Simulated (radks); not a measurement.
Values are calculated unless marked as measured or tabulated.
The nuclear charge of the zirconium ion Zr+ is varied continuously with 39 electrons held in [Kr] 4d2 5s1. Level of theory: Dirac Kohn-Sham, PBE, spin-unpolarised, spherical densities, finite nucleus; open shells fill j = l - 1/2 first; Fermi nuclear charge, rms radius 4.2694 fm (a radial shooting solver on a logarithmic mesh with Libxc functionals). By the Hellmann-Feynman theorem dE/dZ = E(electron-nucleus)/Z, the electronic potential at the nucleus (averaged over a nucleus of fixed radius).

Z,E (hartree),E(electron-nucleus)/Z (hartree),HOMO,e(HOMO) (eV),<r> HOMO (bohr)
39.5,-3491.13506,-213.208,4d3/2,-5.302,2.436
39.75,-3544.66686,-215.046,4d3/2,-7.550,2.264
40,-3598.65805,-216.883,5s1/2,-9.927,3.431
40.25,-3653.10817,-218.718,5s1/2,-11.860,3.297
40.5,-3708.01695,-220.552,5s1/2,-13.912,3.176
40.75,-3763.38428,-222.386,5s1/2,-16.076,3.067
41,-3819.21012,-224.220,5s1/2,-18.348,2.967

The central difference of E at Z = 40 is -216.883 hartree, to compare with the third column; the second derivative is -7.34 hartree.
